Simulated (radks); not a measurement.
Results of a calculation; reference values are marked as such.
Problem. These are the eigenvalues of the occupied orbitals of an atom or ion with whole-number occupations (hartree). Code: a radial shooting solver on a logarithmic mesh with Libxc functionals. Model: Dirac Kohn-Sham, LB94 model potential, spin-unpolarised, spherical densities, finite nucleus; Fermi nuclear charge, rms radius of each element as measured or else 0.836 A^(1/3) + 0.57 fm.

| orbital | eigenvalue |
|---|---|
| 1s1/2 | -271.2502 |
| 2s1/2 | -42.17196 |
| 2p1/2 | -38.09028 |
| 2p3/2 | -37.61785 |
| 3s1/2 | -13.18800 |
| 3p1/2 | -11.94671 |
| 3p3/2 | -11.85999 |

Which element is it, and in what charge state? The configuration may be excited. Open shells, if any, fill j = l - 1/2 first.

Solution. Z = 26, iron, charge +11: Fe11+ in [Ne] 3s2 3p3. The list shows which subshells hold electrons but not how many an open one holds; the 1s level, -271.25 hartree, gives Z - s = 23.3 by -(Z - s)^2/2, which with screening and relativity narrows Z to a few neighbours, and the depths of the outer levels then fix element, charge and occupations together.
